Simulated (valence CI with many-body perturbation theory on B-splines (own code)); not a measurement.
**Nd36+: E2, M1 decay**

Method: valence CI with perturbative core correlation (CI+MBPT): six valence electrons over a frozen Dirac-Fock core [Ar], radial functions for each j: 7 s, 7 p, 8 d, 6 f, 4 g, 1 h, with the one-electron correlation potential Σ1 (screened to all orders), the two-electron term Σ2, the three-electron term Σ3, Breit, model QED; selected single and double excitations, second order for the rest, scaled by the run's own slope (own B-spline code, finite nucleus).

No measured spectrum was set against this ion. As an estimate, large intervals hold to a few tenths of a per cent, small ones and those within an open d or f shell to about a per cent. Core correlation moves these levels by up to 7300 cm⁻¹, and in measured spectra 5 to 20 % of such shifts remained as error; rates that hang on mixing are uncertain with them. Among the levels kept, up to 1000 cm⁻¹ of a level comes from second order outside the variational space, and about a tenth of that is noise between levels of different J, which matters for small intervals. Only levels of the ground parity were solved; by the run's estimate the other parity begins above the list, which can be wrong where configurations are misplaced.

Lines 1 to 50 of 120 in falling wavelength, among levels below 117.86 eV, chosen from the decays that carry over 1 % of a level's rate. Wavelengths and rates use the calculated energies. Electric multipoles are in the length gauge, E1 and E2 with the static RPA response of the core. S is in atomic units (e²a₀⁴ for E2 and M2, e²a₀⁶ for E3), for M1 in squared Bohr magnetons. Weak lines are less certain than strong ones. Lines between different terms over intervals too small for the method are left out, as are lines whose strength nearly cancels. The highest levels of a list are the least certain.

Levels are named by their leading jj configuration (3d3/2^4 stands for four electrons in 3d with j = 3/2), which in mixed levels can hold well under half, so a name can repeat and another be missing. Letters in brackets count levels of one name in rising energy.

```csv
λ vac (nm),Upper,Lower,Type,A (s⁻¹),S (a.u.)
228.0,(3d3/2^4 3d5/2^2) J=2,(3d3/2^4 3d5/2^2) J=4,E2,7.33e-03,2.01e-03
219.4,(3d3/2^3 3d5/2^3) J=5,(3d3/2^3 3d5/2^3) J=4 [a],M1,8.85e+02,3.81e+00
167.1,(3d3/2^3 3d5/2^3) J=1 [a],(3d3/2^4 3d5/2^2) J=0,M1,4.20e+03,2.18e+00
139.6,(3d3/2^3 3d5/2^3) J=4 [b],(3d3/2^3 3d5/2^3) J=3 [b],M1,1.50e+03,1.36e+00
127.2,(3d3/2^3 3d5/2^3) J=2 [a],(3d3/2^3 3d5/2^3) J=1 [a],M1,2.59e+03,9.88e-01
124.0,(3d3/2^4 3d5/2^2) J=0,(3d3/2^4 3d5/2^2) J=2,E2,4.61e-01,1.21e-03
118.6,(3d3/2^2 3d5/2^4) J=5,(3d3/2^3 3d5/2^3) J=4 [b],M1,6.47e+03,4.40e+00
117.2,(3d3/2^2 3d5/2^4) J=4 [c],(3d3/2^2 3d5/2^4) J=4 [b],M1,2.40e+03,1.29e+00
115.1,(3d3/2^3 3d5/2^3) J=3 [b],(3d3/2^3 3d5/2^3) J=4 [a],M1,3.59e+03,1.42e+00
100.4,(3d3/2^2 3d5/2^4) J=2 [a],(3d3/2^3 3d5/2^3) J=3 [b],M1,5.29e+03,9.94e-01
100.2,(3d3/2^2 3d5/2^4) J=3 [a],(3d3/2^3 3d5/2^3) J=2 [b],M1,4.72e+03,1.23e+00
99.99,(3d3/2^2 3d5/2^4) J=4 [b],(3d3/2^2 3d5/2^4) J=4 [a],M1,3.04e+03,1.01e+00
98.71,(3d3/2^3 3d5/2^3) J=3 [c],(3d3/2^3 3d5/2^3) J=3 [b],M1,1.35e+03,3.36e-01
93.03,(3d3/2^3 3d5/2^3) J=3 [c],(3d3/2^3 3d5/2^3) J=2 [a],M1,3.19e+03,6.66e-01
89.30,(3d3/2^3 3d5/2^3) J=3 [b],(3d3/2^3 3d5/2^3) J=3 [a],M1,6.41e+03,1.19e+00
88.54,(3d3/2^3 3d5/2^3) J=4 [b],(3d3/2^3 3d5/2^3) J=5,M1,2.27e+03,5.26e-01
88.24,(3d3/2^3 3d5/2^3) J=3 [a],(3d3/2^4 3d5/2^2) J=2,M1,1.86e+04,3.31e+00
84.07,(3d3/2^2 3d5/2^4) J=3 [b],(3d3/2^3 3d5/2^3) J=4 [b],M1,1.77e+04,2.74e+00
80.75,(3d3/2^2 3d5/2^4) J=1,(3d3/2^2 3d5/2^4) J=2 [a],M1,7.93e+03,4.64e-01
76.27,(3d3/2^2 3d5/2^4) J=3 [b],(3d3/2^3 3d5/2^3) J=2 [b],M1,3.92e+03,4.51e-01
75.90,(3d3/2^2 3d5/2^4) J=4 [b],(3d3/2^3 3d5/2^3) J=3 [c],M1,5.06e+03,7.39e-01
75.16,(3d3/2^2 3d5/2^4) J=4 [a],(3d3/2^3 3d5/2^3) J=3 [b],M1,4.63e+03,6.55e-01
71.17,(3d3/2^3 3d5/2^3) J=1 [a],(3d3/2^4 3d5/2^2) J=2,M1,1.03e+05,4.12e+00
70.93,(3d3/2^2 3d5/2^4) J=2 [c],(3d3/2^2 3d5/2^4) J=3 [a],M1,6.10e+03,4.03e-01
70.47,(3d3/2^2 3d5/2^4) J=2 [d],(3d3/2^2 3d5/2^4) J=2 [c],M1,1.10e+04,7.13e-01
69.30,(3d3/2^3 3d5/2^3) J=2 [b],(3d3/2^3 3d5/2^3) J=1 [a],M1,1.72e+04,1.06e+00
67.89,(3d3/2^2 3d5/2^4) J=1,(3d3/2^3 3d5/2^3) J=1 [b],M1,3.28e+04,1.14e+00
66.12,(3d3/2^2 3d5/2^4) J=1,(3d3/2^3 3d5/2^3) J=0,M1,3.58e+04,1.15e+00
64.55,(3d3/2 3d5/2^5) J=3,(3d3/2^2 3d5/2^4) J=2 [c],M1,4.49e+04,3.14e+00
63.70,(3d3/2^3 3d5/2^3) J=0,(3d3/2^3 3d5/2^3) J=1 [a],M1,4.14e+04,3.97e-01
63.62,(3d3/2^3 3d5/2^3) J=3 [a],(3d3/2^4 3d5/2^2) J=4,M1,9.23e+04,6.17e+00
63.08,(3d3/2^3 3d5/2^3) J=4 [b],(3d3/2^3 3d5/2^3) J=4 [a],M1,1.06e+04,8.87e-01
62.83,(3d3/2^2 3d5/2^4) J=2 [b],(3d3/2^3 3d5/2^3) J=1 [b],M1,4.60e+03,2.12e-01
62.77,(3d3/2^2 3d5/2^4) J=3 [a],(3d3/2^3 3d5/2^3) J=3 [b],M1,6.06e+03,3.89e-01
62.15,(3d3/2^3 3d5/2^3) J=1 [b],(3d3/2^3 3d5/2^3) J=1 [a],M1,1.35e+04,3.60e-01
61.56,(3d3/2^2 3d5/2^4) J=4 [c],(3d3/2^2 3d5/2^4) J=5,M1,1.39e+04,1.08e+00
61.01,(3d3/2^2 3d5/2^4) J=1,(3d3/2^3 3d5/2^3) J=2 [b],M1,1.18e+04,2.99e-01
60.43,(3d3/2^2 3d5/2^4) J=3 [a],(3d3/2^3 3d5/2^3) J=2 [a],M1,3.14e+04,1.80e+00
58.32,(3d3/2^3 3d5/2^3) J=2 [b],(3d3/2^3 3d5/2^3) J=3 [a],M1,9.90e+04,3.64e+00
57.36,(3d3/2^2 3d5/2^4) J=4 [a],(3d3/2^3 3d5/2^3) J=5,M1,4.59e+04,2.89e+00
56.89,(3d3/2^2 3d5/2^4) J=2 [b],(3d3/2^3 3d5/2^3) J=2 [b],M1,1.87e+04,6.39e-01
54.85,(3d3/2^3 3d5/2^3) J=4 [a],(3d3/2^4 3d5/2^2) J=4,M1,1.23e+05,6.75e+00
54.24,(3d3/2^2 3d5/2^4) J=2 [a],(3d3/2^3 3d5/2^3) J=1 [a],M1,4.44e+04,1.31e+00
53.96,(3d3/2^2 3d5/2^4) J=4 [c],(3d3/2^2 3d5/2^4) J=4 [a],M1,1.46e+04,7.67e-01
52.47,(3d3/2^2 3d5/2^4) J=3 [b],(3d3/2^3 3d5/2^3) J=3 [b],M1,7.01e+04,2.63e+00
50.82,(3d3/2^2 3d5/2^4) J=3 [b],(3d3/2^3 3d5/2^3) J=2 [a],M1,3.89e+04,1.33e+00
50.80,(3d3/2^2 3d5/2^4) J=5,(3d3/2^3 3d5/2^3) J=6,M1,8.48e+04,4.53e+00
50.70,(3d3/2^2 3d5/2^4) J=5,(3d3/2^3 3d5/2^3) J=5,M1,4.19e+04,2.23e+00
50.25,(3d3/2^2 3d5/2^4) J=2 [c],(3d3/2^3 3d5/2^3) J=3 [c],M1,6.99e+04,1.64e+00
49.83,(3d3/2^2 3d5/2^4) J=0 [a],(3d3/2^3 3d5/2^3) J=1 [a],M1,3.40e+05,1.56e+00
```
